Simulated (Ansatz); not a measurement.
Isolated molecules relaxed with PBE0-D4/def2-TZVP in Ansatz; ΔE leaves out vibrations. CCSD(T)/CBS adds triple-zeta CCSD(T) − MP2 to the extrapolated MP2 energy (def2 sets, frozen cores). This one scheme is used for every species. DFT in def2-TZVPP. For Ge outer-core shells are correlated without core-valence functions, which leaves a few kJ/mol of doubt a bond. Scalar relativity is left out up to krypton.

`FC(F)(F)[O][GeH3]` + HCl → `FC(F)(F)Cl` + `[OH][GeH3]`  (substitution at a C–O bond)

```tsv
level	ΔE (kJ/mol)
r2SCANh-D4	65.7
CAM-B3LYP-D4	70.4
PBE-QIDH	67.6
r2SCANh	64.8
RPA@PBE/def2-TZVPP	69.2
CCSD(T)/def2-TZVPP	70.2
HF/def2-QZVPP	83.8
MP2/def2-QZVPP	62.3
```

(1) What does CCSD(T)/CBS give? (Best estimate.)

Largest T1 diagnostic among the species: 0.012.

Answers

(1) Ansatz gave: +64.9 kJ/mol. The listed levels differ from it by 0.8, 5.5, 2.7, -0.1, 4.3, 5.3, 18.9, -2.6 kJ/mol.

From r2SCAN to r2SCAN0 (25 % exact exchange), in def2-TZVPP and without D4, ΔE moves by +5.9 kJ/mol. Leaving LDA and LC-ωPBE aside and taking each functional with its dispersion term where it has one, the values, not all of them listed here, spread over 22.7 kJ/mol, from revPBE-D4 to BHLYP-D4. LDA lies +10.2 kJ/mol from PBE without D4.
